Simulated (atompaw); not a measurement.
# Before and after: PAW (atompaw) potential for P

```
Element                 : phosphorus (P)
Generator               : atompaw 4.2.0.5
Type                    : PAW
Functional              : LDA (PW92)
Relativity              : scalar-relativistic
Frozen core             : [Ne]
Valence charge          : 5
Reference configuration : 3s2 3p1 (charge +2)
Partial waves           : 3s (bound): rc 1.85 bohr; 3s channel at -2 Ry: rc 1.60 bohr; 3p (bound): rc 1.85 bohr; 3p channel at -1.2 Ry: rc 1.85 bohr
Local potential         : troulliermartins scheme with l = 2 at 0 Ry, radius 1.60 bohr
Core correction         : smooth core density matched at 1.80 bohr
Augmentation charge     : sinc compensation charge, radius 1.45 bohr; PAW radius 1.85 bohr; waves and projectors: custom rrkj gramschmidtortho
```

Change: reference 3s2 3p3.

Cutoffs: the cutoffs (Ry, on a coarse ladder) from which the occupation-weighted sum of valence levels, in a spherical-Bessel basis at the reference potential, stays within 10 and 1 mRy of its value at 400 Ry; they do not see the model core or the augmentation charge, which bear on the density cutoff.

**Question.** What does the change do?

**Answer.** The potential gets harder (12 Ry and 18 Ry → 15 Ry and 21 Ry); the range in which the s phases agree widens (upper end 0.4 → at the end of the scan); neither file shows a bound ghost.

| quantity | base | changed |
| --- | --- | --- |
| cutoff, loose | 12 Ry | 15 Ry |
| cutoff, tight | 18 Ry | 21 Ry |
| loose cutoff by channel (10 mRy a level) | s 6 Ry, p 12 Ry | s 6 Ry, p 10 Ry |
| bound ghosts | none | none |
| s: phases at 1.86 bohr within 0.05 rad from the reference energy up to (Ry; the scan ends near 5) | 0.4 | to the end of the scan |
| p: phases at 1.86 bohr within 0.05 rad from the reference energy up to (Ry; the scan ends near 5) | 4.8 | to the end of the scan |
| lowest overlap eigenvalue by channel | s 0.09, p 0.73 | s 0.11, p 0.76 |

 The cutoffs see the waves, projectors and local potential, not the compensation charge or the core.
